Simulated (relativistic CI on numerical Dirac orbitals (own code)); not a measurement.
# W6+: O2,3 absorption edge

Computed with this model: Dirac-Coulomb-Breit CI, separate exchange-only KLI orbitals for each configuration, model QED, valence Slater integrals scaled by 0.8, multiplet model of core-to-valence dipole absorption; configurations [Xe] 4f14 → [Kr] 4d10 4f14 5s2 5p5 5d; 80 K; Lorentzian 1.5 eV and Gaussian 0.3 eV FWHM. Energies are those of the free ion, without screening or charge transfer. The branching ratio is the share of the lower-energy edge in the whole absorption, uncertain by about 0.02 where the edges overlap. S is read from ⟨S²⟩ = S(S + 1).

Field parameters in Wybourne normalisation: D3d B²₀ = −7Dσ, B⁴₀ = −14Dq − 21Dτ, B⁴₃ = −14√(10/7) Dq; D4h B²₀ = −7Ds, B⁴₀ = 21(Dq − Dt), B⁴₄ = 21√(5/14) Dq. The field is a parameter set, without covalency.

Computed curve for D4h, 10Dq = 39200, Ds = -520, Dt = 600 cm⁻¹, scaled to 100 at the maximum (points under 2 are left out and the grid is thinned):

Energy (eV), Intensity and a bar:
```
    40.00        2.1 
    40.50        2.2 
    40.75        2.4 
    41.25        3.3 
    41.75        5.4 #
    42.00        7.1 ##
    42.50        9.8 ###
    42.75        9.3 ##
    43.25        6.9 ##
    43.75        5.4 #
    44.00        4.7 #
    44.50        3.9 #
    45.00        3.9 #
    45.25        4.2 #
    45.75        5.6 #
    46.00        6.8 ##
    46.50       11.4 ###
    47.00       20.3 ######
    47.25       24.7 #######
    47.75       22.2 #######
    48.25       12.9 ####
    48.50        9.9 ###
    49.00        6.4 #
    49.25        5.6 #
    49.75        4.7 #
    50.25        4.6 #
    50.50        4.7 #
    51.00        5.5 #
    51.50        6.8 ##
    51.75        8.0 ##
    52.25       12.3 ###
    52.50       16.1 #####
    53.00       27.4 ########
    53.50       30.6 #########
    53.75       25.8 ########
    54.25       15.8 ####
    54.75       11.0 ###
    55.00       10.1 ###
    55.50        9.7 ###
    55.75       10.2 ###
    56.25       12.8 ###
    56.75       18.3 #####
    57.00       23.1 #######
    57.50       40.6 #############
    58.00       75.5 ########################
    58.25       94.0 ##############################
    58.75       88.4 ############################
    59.00       68.2 ######################
    59.50       36.0 ###########
    60.00       20.3 ######
    60.25       15.9 #####
    60.75       10.4 ###
    61.25        7.3 ##
    61.50        6.2 #
    62.00        4.7 #
    62.25        4.2 #
    62.75        3.3 
    63.25        2.7 
    63.50        2.5 
    64.00        2.1
```

The ground state has S = 0.00, and the centroid lies at 54.82 eV.
